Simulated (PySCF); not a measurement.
Computed spin Hamiltonian

Species: C₆H₈O₂ (charge +1 and doublet state).
Cartesian coordinates in Å at the GFN2-xTB level; atoms count from 1:
```xyz
16
C6H8O2 angstrom
C      3.009   -1.254   -0.142
C      2.272   -0.124    0.028
C      0.856   -0.131    0.031
C      0.113    1.009    0.205
C     -1.342    1.056    0.234
O     -1.965   -0.154   -0.182
C     -3.010   -0.503    0.553
O     -3.342    0.059    1.554
H      2.544   -2.216   -0.297
H      4.087   -1.227   -0.130
H      2.772    0.826    0.172
H      0.347   -1.076   -0.116
H      0.612    1.963    0.327
H     -1.733    1.262    1.265
H     -1.715    1.900   -0.369
H     -3.511   -1.382    0.122
```

The hyperfine couplings belong to this conformer and change with its torsions.

The species is `[CH2+][CH]/C=C/COC=O` [radical] (charge +1).

The calculation used UKS B3LYP, pcH-1 on C H O, non-relativistic, mean-field spin-orbit, GIAO in PySCF. Isolated species at its GFN2-xTB geometry (one conformer only). The geometry wasn't refined by DFT: couplings that depend on bond lengths, twists or pyramidal angles can differ widely from those at the functional's own minimum, by a factor of two or more for some ions and for spin on atoms past the first row. No stability test was run, so a lower SCF solution isn't excluded.

| Quantity | Value |
| --- | --- |
| g1, g2, g3 | 2.00223, 2.00274, 2.00364 |
| g_iso | 2.00287 |
| Form of g | rhombic: the two nearest values differ by 36 % of g3 − g1 |
| ⟨S²⟩ | 0.7626 (exact 0.7500) |
| Total energy | -383.58172 Eh |

Isotropic coupling and dipolar principal values T1 to T3, in mT; ρ(0) is the spin density at the nucleus (MHz turned into mT with g_iso):

```
atom  isotope  a_iso     T1     T2    T3  Mulliken spin population  ρ(0) (bohr⁻³)
  C1      13C   1.19  -1.30  -1.29  2.59                      0.47         0.0297
  C2      13C  -0.55  -0.17   0.00  0.17                     -0.01        -0.0136
  C3      13C   0.08  -0.56  -0.42  0.98                      0.15         0.0020
  C4      13C   0.68  -0.99  -0.94  1.93                      0.33         0.0169
  C5      13C  -0.48  -0.18  -0.11  0.30                     -0.01        -0.0119
  O6      17O   0.00  -0.15   0.07  0.08                      0.01         0.0000
  C7      13C  -0.10  -0.06   0.01  0.05                     -0.01        -0.0025
  O8      17O  -0.20  -0.72   0.34  0.38                      0.06         0.0093
  H9       1H  -1.04  -0.57  -0.10  0.67                     -0.02        -0.0065
 H10       1H  -1.08  -0.61  -0.08  0.70                     -0.02        -0.0068
 H11       1H  -0.05  -0.15  -0.05  0.20                      0.00        -0.0003
 H12       1H  -0.38  -0.17  -0.14  0.31                     -0.01        -0.0024
 H13       1H  -0.76  -0.43  -0.10  0.53                     -0.01        -0.0048
 H14       1H   4.16  -0.19  -0.13  0.32                      0.04         0.0261
 H15       1H   2.63  -0.14  -0.08  0.22                      0.03         0.0165
 H16       1H   0.54  -0.04  -0.01  0.06                      0.01         0.0034
```

The Mulliken spin populations are largest on C1 (+0.47), C4 (+0.33), C3 (+0.15) and O8 (+0.06).

C2, the radical centre as drawn in `[CH2+][CH]/C=C/COC=O`, holds a spin population of -0.01 out of 1.

Axes: g3 points within 11° of the C1–C2 bond.

Under fast tumbling the dipolar parts average out, and these isotropic splittings remain (the largest six): 2 × 1H (H14/H15, I = 1/2, 3 lines) with 3.39 mT, 1 × 1H (H10, I = 1/2, 2 lines) with 1.08 mT, 1 × 1H (H9, I = 1/2, 2 lines) with 1.04 mT, 1 × 1H (H13, I = 1/2, 2 lines) with 0.76 mT, 1 × 1H (H16, I = 1/2, 2 lines) with 0.54 mT and 1 × 1H (H12, I = 1/2, 2 lines) with 0.38 mT.

Class means assume fast exchange of nuclei equivalent by connectivity; if that motion is slow, each nucleus keeps its own coupling. H9 and H10 aren't averaged: C1 is flat or nearly so (angle sum 360°), and its turn about the short C1–C2 bond (1.36 Å) is taken as slow. The 1H value of +95.1 MHz is a mean of couplings from 73.6 to 116.6 MHz in this one geometry, not an average over conformers.

The 17O coupling of O8 (-5.6 MHz) shows only in satellite lines or after enrichment, since that isotope makes up about 0.038 % of natural oxygen.

The 13C coupling of C1 (33.3 MHz) shows only in satellite lines or after enrichment, since that isotope makes up about 1.07 % of natural carbon.

Examples of negative spin density at the nucleus (bohr⁻³): C2 (-0.0136), C5 (-0.0119) and H10 (-0.0068).
